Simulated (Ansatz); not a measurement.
Cl2InO (`[O][In]([Cl])[Cl]`) radical from Hartree–Fock to CCSD(T)

```tsv
atom	x (Å)	y (Å)	z (Å)
O1	0.970	-0.836	1.602
In2	0.029	-0.025	0.048
Cl3	-2.130	0.705	0.305
Cl4	1.130	0.156	-1.956
```

Charge 0, multiplicity 2. Correlated methods include outer-core shells of In, which these sets cover unevenly. In takes the def2 core potential. The geometry is a stationary point of PBE0-D4/def2-TZVP. Frozen core, unrestricted reference, Ansatz.

| basis | HF (Eh) | MP2 corr. |
| --- | --- | --- |
| def2-SVP | -1182.78180 | -0.47751 |
| def2-TZVPP | -1183.20630 | -0.82683 |
| def2-QZVPP | -1183.23683 | -1.07276 |

(1) Estimate the CCSD correlation energy and the (T) correction in each basis where they were run (hartree).

Results:

(1) 
| basis | CCSD corr. | (T) |
| --- | --- | --- |
| def2-SVP | -0.51519 | -0.01189 |
| def2-TZVPP | -0.86135 | -0.03273 |
